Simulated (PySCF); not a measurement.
# Excitation energy of Re⁺ by level of theory

Re⁺ [Xe] 4f14 5d5 6s1 (7S) → Re⁺ [Xe] 4f14 5d4 6s1 6p1 (high-spin determinant), as a difference of total energies. All numbers are calculated (PySCF 2.14, a scalar-relativistic core potential, in aug-cc-pwCVTZ-PP with ECP60MDF (8s8p7d4f3g, 122 functions)). Correlated levels: valence: 5s2 5p6 frozen; valence and next inner shell: nothing frozen outside the core potential. The calculations carry no spin-orbit coupling.

```json
{"method": "UHF", "excitation energy (eV)": "6.714"}
{"method": "LDA", "excitation energy (eV)": "7.371"}
{"method": "PBE", "excitation energy (eV)": "7.349"}
{"method": "PBE0", "excitation energy (eV)": "7.297"}
{"method": "r2SCAN", "excitation energy (eV)": "7.411"}
{"method": "BLYP", "excitation energy (eV)": "7.204"}
{"method": "B2PLYP", "excitation energy (eV)": "7.143"}
{"method": "r2SCAN0", "excitation energy (eV)": "7.360"}
{"method": "MP2 (valence)", "excitation energy (eV)": "7.115"}
{"method": "SCS-MP2 (valence)", "excitation energy (eV)": "6.847"}
{"method": "MP2 (valence and next inner shell)", "excitation energy (eV)": "7.253"}
{"method": "SCS-MP2 (valence and next inner shell)", "excitation energy (eV)": "7.045"}
```

Q: How much does correlation contribute at MP2 (valence and next inner shell)?

A: 7.253 − (6.714) = 0.539 eV, measured against UHF.

The determinant of the upper state mixes LS terms, which raises its energy above the lowest term, most at the Hartree-Fock and MP2 levels.
